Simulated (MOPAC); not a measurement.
Input file for MOPAC: PM7 on Cl2H4Si2 (SMILES Cl[SiH2][SiH2]Cl).

```
PM7 1SCF PRECISE CHARGE=0 THREADS=1
Cl2H4Si2

Cl    -2.26366842 1     1.39349559 1    -0.28399198 1
Si    -1.12621490 1    -0.31726852 1     0.01924235 1
Si     1.12619419 1     0.31733872 1    -0.01880058 1
Cl     2.26374770 1    -1.39395903 1     0.28103461 1
H     -1.50067524 1    -0.89983614 1     1.32538967 1
H     -1.43412090 1    -1.27825579 1    -1.06117621 1
H      1.43490405 1     1.27686192 1     1.06270759 1
H      1.49983351 1     0.90162325 1    -1.32440545 1
```

Program output:

```
*******************************************************************************
 **                                                                           **
 **                              MOPAC v23.2.5                                **
 **                                                                           **
 *******************************************************************************
 ** MOPAC's Digital Object Identifier: https://doi.org/10.5281/zenodo.6511958 **
 **                                                                           **
 ** Please cite the open-source release paper for use of this MOPAC version:  **
 ** J. E. Moussa and J. J. P. Stewart (2026)                                  **
 ** MOPAC: An open-source semiempirical molecular orbital program             **
 ** J. Open Source Softw., 11(119), 8025, https://doi.org/10.21105/joss.08025 **
 *******************************************************************************

                              PM7 CALCULATION RESULTS

 *******************************************************************************
 *  PM7        - The PM7 Hamiltonian to be used
 *
 *
 *
 *                 CHARGE ON SYSTEM = 0
 *
 *
 *
 *  PRECISE    - TIGHTER CRITERIA TO BE USED
 *  1SCF       - DO 1 SCF AND THEN STOP
 *  THREADS=1  - MULTI-THREADING NOT USED
 *  T=         - A TIME OF 172800.0 SECONDS REQUESTED
 *  DUMP=N     - RESTART FILE WRITTEN EVERY 7200.0 SECONDS REQUESTED
 *******************************************************************************
PM7 1SCF PRECISE CHARGE=0 THREADS=1
 Cl2H4Si2

   ATOM   CHEMICAL          X               Y               Z
  NUMBER   SYMBOL      (ANGSTROMS)     (ANGSTROMS)     (ANGSTROMS)

     1      Cl         -2.26366842  *   1.39349559  *  -0.28399198  *
     2      Si         -1.12621490  *  -0.31726852  *   0.01924235  *
     3      Si          1.12619419  *   0.31733872  *  -0.01880058  *
     4      Cl          2.26374770  *  -1.39395903  *   0.28103461  *
     5       H         -1.50067524  *  -0.89983614  *   1.32538967  *
     6       H         -1.43412090  *  -1.27825579  *  -1.06117621  *
     7       H          1.43490405  *   1.27686192  *   1.06270759  *
     8       H          1.49983351  *   0.90162325  *  -1.32440545  *



          CARTESIAN COORDINATES

    NO.       ATOM           X           Y           Z

     1        Cl         -2.2637      1.3935     -0.2840
     2        Si         -1.1262     -0.3173      0.0192
     3        Si          1.1262      0.3173     -0.0188
     4        Cl          2.2637     -1.3940      0.2810
     5         H         -1.5007     -0.8998      1.3254
     6         H         -1.4341     -1.2783     -1.0612
     7         H          1.4349      1.2769      1.0627
     8         H          1.4998      0.9016     -1.3244

 General Reference for PM7:
 "Optimization of Parameters for Semiempirical Methods VI: More Modifications to the
 NDDO Approximations and Re-optimization of Parameters", J. J. P. Stewart, J. Mol. Mod., 1:32, 19 (2013)
 https://link.springer.com/article/10.1007/s00894-012-1667-x

           Empirical Formula: H4 Cl2 Si2  =     8 atoms



      MOLECULAR POINT GROUP   :   C2h


      RHF CALCULATION, NO. OF DOUBLY OCCUPIED LEVELS = 13


 -------------------------------------------------------------------------------
 PM7 1SCF PRECISE CHARGE=0 THREADS=1
 Cl2H4Si2



     1SCF WAS SPECIFIED, SO BFGS WAS NOT USED
     SCF FIELD WAS ACHIEVED


                              PM7 CALCULATION
                                                       MOPAC v23.2.5 Linux




          FINAL HEAT OF FORMATION =        -62.26289 KCAL/MOL =    -260.50795 KJ/MOL


          COSMO AREA              =        150.53 SQUARE ANGSTROMS
          COSMO VOLUME            =        148.15 CUBIC ANGSTROMS

          IONIZATION POTENTIAL    =         11.003284 EV
          HOMO LUMO ENERGIES (EV) =        -11.003 -1.360
          NO. OF FILLED LEVELS    =         13
          MOLECULAR WEIGHT        =        131.1086         POINT GROUP:  C2h

          MOLECULAR DIMENSIONS (Angstroms)

            Atom       Atom       Distance
           Cl     4   Cl     1     5.34665
            H     7    H     6     4.18614
            H     8    H     5     3.94704


          SCF CALCULATIONS        =          1





   ATOM   CHEMICAL          X               Y               Z
  NUMBER   SYMBOL      (ANGSTROMS)     (ANGSTROMS)     (ANGSTROMS)

     1      Cl         -2.26366842  *   1.39349559  *  -0.28399198  *
     2      Si         -1.12621490  *  -0.31726852  *   0.01924235  *
     3      Si          1.12619419  *   0.31733872  *  -0.01880058  *
     4      Cl          2.26374770  *  -1.39395903  *   0.28103461  *
     5       H         -1.50067524  *  -0.89983614  *   1.32538967  *
     6       H         -1.43412090  *  -1.27825579  *  -1.06117621  *
     7       H          1.43490405  *   1.27686192  *   1.06270759  *
     8       H          1.49983351  *   0.90162325  *  -1.32440545  *

                             CARTESIAN COORDINATES

   1   Cl       -2.263668420     1.393495590    -0.283991980
   2   Si       -1.126214900    -0.317268520     0.019242350
   3   Si        1.126194190     0.317338720    -0.018800580
   4   Cl        2.263747700    -1.393959030     0.281034610
   5    H       -1.500675240    -0.899836140     1.325389670
   6    H       -1.434120900    -1.278255790    -1.061176210
   7    H        1.434904050     1.276861920     1.062707590
   8    H        1.499833510     0.901623250    -1.324405450


           Empirical Formula: H4 Cl2 Si2  =     8 atoms



      MOLECULAR POINT GROUP   :   C2h


                  EIGENVALUES
 -26.43902 -25.95031 -19.87654 -16.58964 -14.19255 -13.76497 -13.67384 -13.37380
 -12.90690 -12.04056 -11.77858 -11.68968 -11.00328  -1.35997  -0.39273  -0.38041
   1.28907   1.69826   4.59294   6.48346  18.14869  18.23180  19.26754  19.45221
  19.59338  20.90597  21.03751  21.16153  21.93605  22.11001  70.15070  70.26504
  70.37519  70.58424  70.61951  70.66441  70.96856  70.97153  70.97846  70.98873


              NET ATOMIC CHARGES AND DIPOLE CONTRIBUTIONS

  ATOM NO.   TYPE          CHARGE      No. of ELECS.   s-Pop       p-Pop       d-Pop
    1         Cl          -0.267384        7.2674     1.98357     5.28171     0.00210
    2         Si           0.127471        3.8725     0.93044     2.81261     0.12947
    3         Si           0.127472        3.8725     0.93045     2.81261     0.12947
    4         Cl          -0.267385        7.2674     1.98357     5.28171     0.00210
    5          H           0.069947        0.9301     0.93005
    6          H           0.069966        0.9300     0.93003
    7          H           0.069948        0.9301     0.93005
    8          H           0.069965        0.9300     0.93003
 DIPOLE           X         Y         Z       TOTAL
 POINT-CHG.    -0.000     0.001     0.005     0.005
 HYBRID        -0.000    -0.000    -0.001     0.001
 SUM           -0.000     0.001     0.004     0.004


          ATOMIC ORBITAL ELECTRON POPULATIONS

     Atom    s        px        py        pz      x^2-y^2     xz        z^2       yz        xy
    1 Cl   1.98357   1.77494   1.55523   1.95154   0.00056   0.00010   0.00036   0.00028   0.00081
    2 Si   0.93044   0.91828   0.81421   1.08012   0.03337   0.01242   0.02131   0.04100   0.02138
    3 Si   0.93045   0.91826   0.81405   1.08030   0.03336   0.01241   0.02128   0.04104   0.02138
    4 Cl   1.98357   1.77490   1.55497   1.95184   0.00056   0.00010   0.00036   0.00028   0.00081
    5  H   0.93005
    6  H   0.93003
    7  H   0.93005
    8  H   0.93003

 **********************
 *                    *
 * JOB ENDED NORMALLY *
 *                    *
 **********************




 == MOPAC DONE ==
```

The run finished.

Cost: very roughly 0.020 core-seconds.
